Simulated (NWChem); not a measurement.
A series in which one site is exchanged, each optimised at PBE0/def2-SVP with NWChem, gas phase unless a solvent is named. Some are not confirmed as minima by frequencies. def2 effective core potentials on Cd, I; no spin-orbit coupling.

A: [CdH][I] (CdHI; site = H)
B: [F][Cd][I] (CdIF; site = F)
C: [Cd]([Cl])[I] (CdICl; site = Cl)
D: [I][Cd][I] (CdI2; site = I)

Rank them by vertical ionisation energy, ΔSCF, CAM-B3LYP/def2-SVP (eV), lowest first.

A (9.75), D (9.80), C (10.14), B (10.28)
